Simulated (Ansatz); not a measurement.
A CCSD(T) single point on C$_{4}$H$_{13}$N$_{2}$OTa (`C[N]=[Ta]([CH3])([OH])[N](C)C`).

```yaml
crystal:
  periodic: [false, false, false]
  atoms:
    - {symbol: C, position_ang: [-1.798650, -1.637413, 2.031438]}
    - {symbol: N, position_ang: [-1.082953, -0.640443, 1.322428]}
    - {symbol: Ta, position_ang: [-0.246820, 0.681575, 0.489724]}
    - {symbol: C, position_ang: [1.585327, 0.994407, 1.632103]}
    - {symbol: O, position_ang: [-1.205702, 2.346463, 0.399864]}
    - {symbol: N, position_ang: [0.304975, -0.018551, -1.278493]}
    - {symbol: C, position_ang: [0.186061, -1.330661, -1.864136]}
    - {symbol: C, position_ang: [0.873952, 0.948791, -2.195469]}
    - {symbol: H, position_ang: [-1.966618, -2.524472, 1.408064]}
    - {symbol: H, position_ang: [-1.248370, -1.963974, 2.921840]}
    - {symbol: H, position_ang: [-2.780870, -1.279070, 2.362544]}
    - {symbol: H, position_ang: [2.168542, 0.073826, 1.722508]}
    - {symbol: H, position_ang: [2.221311, 1.752204, 1.157457]}
    - {symbol: H, position_ang: [1.357470, 1.339395, 2.646586]}
    - {symbol: H, position_ang: [-2.054478, 2.664198, 0.701910]}
    - {symbol: H, position_ang: [-0.441773, -1.309614, -2.766275]}
    - {symbol: H, position_ang: [-0.258681, -2.021557, -1.149088]}
    - {symbol: H, position_ang: [1.169452, -1.722226, -2.158828]}
    - {symbol: H, position_ang: [1.894184, 0.669401, -2.489752]}
    - {symbol: H, position_ang: [0.928935, 1.944923, -1.739142]}
    - {symbol: H, position_ang: [0.270511, 1.043500, -3.108383]}
basis:
  gaussian: {orbitals: def2-TZVPP}
correlation: {method: ccsd_t}
output: {orbitals: {seedname: orbitals}}
```

```sh
$ ansatz run in.yaml --threads 4 --pin off --events-out ev --progress --plain --backend cuda
```

Output of Ansatz, abridged:

```
Functional definition: HF
2709 factors; integrals over basis functions are off by at most 9.6e-4 eV
mean field evaluation 1: about -10858.1505 eV, gradient 7.1e1 eV
mean field evaluation 2: about -10858.5150 eV, gradient 7.2e1 eV
mean field evaluation 4: about -10868.8519 eV, gradient 1.2e1 eV
mean field evaluation 8: about -10869.2513 eV, gradient 1.1e0 eV
mean field evaluation 16: about -10869.2549 eV, gradient 1.8e-6 eV
mean field -10869.25489342 eV, -399.4377498875 hartree, gradient 1.8e-6 eV, S^2 0.000000; 0 other end points of the search recorded, 0 dependent functions left out
7 core orbitals not correlated: weight in the atoms' cores, before any rotation towards them, 1.000 or more for the frozen orbitals, at most 0.000 for the correlated occupied ones
reference -10869.25489342 eV, -399.4377498875 hartree; 29, 29 occupied and 419, 419 virtual orbitals, 2709 factors
second order -48.97266566 eV of doubles, -0.00000000 eV of singles
cycle   1  -47.85956267 eV  change     1.1e0 eV  update   2.2e-1
cycle   2  -49.21326853 eV  change    -1.4e0 eV  update   1.1e-1
cycle   3  -49.66794031 eV  change   -4.5e-1 eV  update   4.1e-2
cycle   4  -49.67960899 eV  change   -1.2e-2 eV  update   1.4e-2
cycle   5  -49.66198489 eV  change    1.8e-2 eV  update   5.3e-3
cycle   6  -49.66390414 eV  change   -1.9e-3 eV  update   2.3e-3
cycle   7  -49.66369427 eV  change    2.1e-4 eV  update   8.7e-4
cycle   8  -49.66321212 eV  change    4.8e-4 eV  update   3.6e-4
cycle   9  -49.66338255 eV  change   -1.7e-4 eV  update   1.3e-4
cycle  10  -49.66348936 eV  change   -1.1e-4 eV  update   5.5e-5
cycle  11  -49.66338082 eV  change    1.1e-4 eV  update   2.3e-5
cycle  12  -49.66339901 eV  change   -1.8e-5 eV  update   1.1e-5
perturbative correction -2.31319465 eV, -0.0850083354 hartree
Total energy: -10921.23148707 eV, -401.3478544733 hartree
```

Hardware: 4 threads of an AMD EPYC 7R13 on a shared host and a share of an NVIDIA H100 80 GB. Wall time 51 s, peak host memory 0.93 GiB.

MP2 recovers 94.2 % of the CCSD(T) correlation energy and the triples give 4.5 %; T1 = 0.0169.
